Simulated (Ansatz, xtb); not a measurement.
**C6H8O2: which of two isomers lies lower**

Structure a: `OCC1=CCC=C1O`, a singlet. Structure b: `OCC1=C(O)C=CC1`, a singlet. Both are isolated molecules in the gas phase, relaxed with B3LYP/def2-SVP, each in the lowest conformer that the search found.

a (Å):

```csv
atom,x (Å),y (Å),z (Å)
C,0.9021,-0.9284,2.5128
C,0.0893,-1.1256,1.2678
C,-0.8938,-2.0170,1.0092
C,-1.4658,-1.7431,-0.3564
C,-0.6545,-0.5829,-0.8645
C,0.2454,-0.2379,0.0892
O,2.2642,-0.6039,2.2083
O,1.1661,0.7473,0.0389
H,2.6625,-1.3692,1.7688
H,0.8342,-1.8059,3.1807
H,0.5265,-0.0598,3.0801
H,-1.2520,-2.7996,1.6808
H,-2.5475,-1.5124,-0.2869
H,-1.3961,-2.6330,-1.0125
H,-0.7682,-0.1149,-1.8411
H,1.7975,0.5916,0.7669
```

b (Å):

```xyz
16

C     2.3574   -0.8491    2.2638
C     1.2537   -0.1223    1.5586
C     1.0865    1.2323    1.5617
C    -0.1281    1.5943    0.8212
C    -0.7140    0.4635    0.3728
C     0.1042   -0.7303    0.7970
O     3.5418   -0.0441    2.3652
O     1.8708    2.1689    2.1289
H     3.8806    0.0792    1.4664
H     2.0939   -1.0885    3.3109
H     2.5795   -1.8174    1.7742
H     2.6456    1.6954    2.4911
H    -0.4664    2.6220    0.6806
H    -1.6330    0.3939   -0.2106
H    -0.5000   -1.4264    1.4123
H     0.4366   -1.3198   -0.0803
```

Estimate E(b) − E(a) at the level CCSD(T)/def2-SVP + ΔMP2/def2-TZVPP.

CCSD(T)/def2-SVP + ΔMP2/def2-TZVPP gives E(b) − E(a) = +0.38 kJ/mol, slightly favouring structure a, which is too small a margin to settle the true order.

Level by level:

```
                             level        geometry  E(b) − E(a) (kJ/mol)  departure from the last row (kJ/mol)  job, with rough time for the two
                          GFN2-xTB        GFN2-xTB                   −0.94                                 −1.32              optimisation, 0.27 s
                         HF/STO-3G        GFN2-xTB                   −3.46                                 −3.84              single point, 0.67 s
                r2SCAN-D4/def2-SVP        GFN2-xTB                   −0.58                                 −0.96               single point, 8.4 s
                    B3LYP/def2-SVP  B3LYP/def2-SVP                   −0.91                                 −1.29                optimisation, 72 s
                       HF/def2-SVP  B3LYP/def2-SVP                   −1.84                                 −2.22           part of the CCSD(T) run
                      MP2/def2-SVP  B3LYP/def2-SVP                   −2.39                                 −2.77           part of the CCSD(T) run
                  CCSD(T)/def2-SVP  B3LYP/def2-SVP                   −2.06                                 −2.44                      single point
CCSD(T)/def2-SVP + ΔMP2/def2-TZVPP  B3LYP/def2-SVP                   +0.38                                                   single point, 4.1 min
```

As drawn, both hold the same kinds of bond in the same numbers.

The largest departure from CCSD(T)/def2-SVP + ΔMP2/def2-TZVPP is that of HF/STO-3G, 3.84 kJ/mol. The last row adds to CCSD(T) the change of the MP2 difference between the two basis sets, here +2.44 kJ/mol.

With thermal terms from frequencies at re-optimised GFN2-xTB minima (ideal gas, soft modes damped towards free rotors, one conformer each, 298.15 K, 1 atm): the zero-point term adds +0.41 kJ/mol; ΔH is +0.86 and ΔG +0.52 kJ/mol.

The correlated steps freeze 8 core orbitals. Codes used: Ansatz 0.2.0, xtb 6.7.1; the last row on 2 threads of Arm Neoverse V2 on a shared host.
